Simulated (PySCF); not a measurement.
B3LYP has the VWN-RPA correlation part, as in Gaussian. 

```xyz
5

B      0.8170    -0.4432     0.0528
N     -0.5009    -0.0532     0.0046
H      1.7557     0.2860    -0.0273
H     -0.7994     0.9083    -0.1056
H     -1.2723    -0.6979     0.0756
```

Charge 0, multiplicity 2.

Problem. Give the Mulliken and meta-Löwdin atomic charges from PySCF 2.14.0 with B3LYP-D3(BJ)/def2-TZVP.

Solution. 
```csv
atom,Mulliken (e),meta-Löwdin (e)
B1,-0.09,-0.08
N2,-0.39,-0.42
H3,0.01,0.01
H4,0.23,0.24
H5,0.25,0.25
```
